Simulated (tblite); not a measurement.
Species: AlF2H5P2.
Bonds: F1–P2, P2–F3, P2–Al4, P2–P5. Hydrogens: H6, H7, H8 on Al4; H9, H10 on P5.

Computed with GFN2-xTB (tblite), gas phase: L-BFGS steps from a force-field or distance-geometry start until the largest atomic force falls under 0.01 eV/Å.

Step 16: E = -495.7513 eV
```
atom  x, y, z in Å  |  force x, y, z in eV/Å
F1      0.4996    1.7116    1.3201   -0.003   0.070  -0.029
P2      0.4594    0.7175    0.0609   -0.131  -0.002  -0.089
F3      1.1078    1.7739   -0.9736    0.073   0.020   0.094
Al4    -1.8798   -0.2541   -0.2159    0.044   0.023  -0.002
P5      2.1603   -0.5491    0.5427   -0.049  -0.048   0.066
H6     -1.2475   -1.4835   -0.9599    0.022  -0.042  -0.027
H7     -2.0459   -0.3531    1.3357    0.022  -0.009   0.035
H8     -2.6069    0.8567   -1.0208   -0.038   0.029  -0.011
H9      1.2253   -1.5822    0.7006    0.113  -0.030   0.048
H10     2.3365   -0.8330   -0.8123   -0.053  -0.011  -0.083
```

Step 17: E = -495.7542 eV
```
atom  x, y, z in Å  |  force x, y, z in eV/Å
F1      0.4945    1.7149    1.3159   -0.004   0.065   0.002
P2      0.4580    0.7172    0.0606   -0.131   0.016  -0.115
F3      1.1198    1.7719   -0.9678    0.053   0.017   0.074
Al4    -1.8824   -0.2540   -0.2155    0.082  -0.015  -0.033
P5      2.1590   -0.5469    0.5389   -0.081  -0.126   0.115
H6     -1.2447   -1.4864   -0.9632   -0.006   0.004   0.002
H7     -2.0429   -0.3527    1.3369    0.017  -0.009   0.031
H8     -2.6094    0.8578   -1.0201   -0.039   0.023  -0.006
H9      1.2286   -1.5894    0.7092    0.168   0.053   0.015
H10     2.3285   -0.8278   -0.8174   -0.059  -0.027  -0.085
```

Step 18: E = -495.7575 eV
```
atom  x, y, z in Å  |  force x, y, z in eV/Å
F1      0.4874    1.7199    1.3105   -0.014   0.037   0.016
P2      0.4543    0.7173    0.0586   -0.084   0.043  -0.097
F3      1.1364    1.7693   -0.9593    0.029   0.015   0.040
Al4    -1.8840   -0.2540   -0.2158    0.099  -0.046  -0.059
P5      2.1560   -0.5462    0.5357   -0.091  -0.151   0.112
H6     -1.2413   -1.4898   -0.9674   -0.035   0.052   0.032
H7     -2.0387   -0.3522    1.3390    0.016  -0.010   0.014
H8     -2.6134    0.8594   -1.0193   -0.033   0.006   0.004
H9      1.2355   -1.5978    0.7207    0.181   0.096  -0.020
H10     2.3167   -0.8212   -0.8251   -0.068  -0.042  -0.043
```

Step 19: E = -495.7601 eV
```
atom  x, y, z in Å  |  force x, y, z in eV/Å
F1      0.4807    1.7248    1.3058   -0.027   0.001   0.012
P2      0.4500    0.7182    0.0555   -0.015   0.060  -0.044
F3      1.1520    1.7671   -0.9511    0.012   0.018   0.003
Al4    -1.8836   -0.2546   -0.2169    0.080  -0.048  -0.060
P5      2.1520   -0.5476    0.5342   -0.060  -0.092   0.057
H6     -1.2390   -1.4921   -0.9706   -0.047   0.074   0.046
H7     -2.0347   -0.3520    1.3410    0.021  -0.011  -0.012
H8     -2.6176    0.8607   -1.0184   -0.021  -0.016   0.016
H9      1.2445   -1.6040    0.7306    0.131   0.068  -0.040
H10     2.3047   -0.8159   -0.8325   -0.075  -0.054   0.023
```

Task: Estimate the geometry and energy of step 20. (The exact step hangs on the optimiser's Hessian estimate; all steps are aligned on step 19, rigid shifts and turns removed.)

Result: E = -495.7616 eV, largest force 0.114 eV/Å
```
atom  x, y, z in Å  |  force x, y, z in eV/Å
F1      0.4766    1.7273    1.3035   -0.033  -0.018   0.004
P2      0.4475    0.7198    0.0531    0.028   0.049   0.001
F3      1.1603    1.7664   -0.9468    0.011   0.026  -0.019
Al4    -1.8816   -0.2555   -0.2186    0.041  -0.023  -0.039
P5      2.1488   -0.5498    0.5343   -0.008   0.002   0.002
H6     -1.2387   -1.4919   -0.9714   -0.039   0.062   0.037
H7     -2.0323   -0.3522    1.3418    0.028  -0.012  -0.034
H8     -2.6202    0.8611   -1.0177   -0.009  -0.031   0.022
H9      1.2515   -1.6062    0.7351    0.055   0.002  -0.038
H10     2.2971   -0.8142   -0.8358   -0.075  -0.058   0.064
```

The energy changes by -0.0015 eV. The first-order estimate −F·Δx gives -0.0022 eV and the mean of the old and new forces, exact on a quadratic surface, -0.0015 eV. The step makes an angle of 64° with the force vector and moves no atom by more than 0.009 Å.

What follows is the cost of the whole relaxation. Hardware: one thread, Arm Neoverse V2 (aarch64), no GPU, on a shared host. Cost: 0.34 s of wall time.
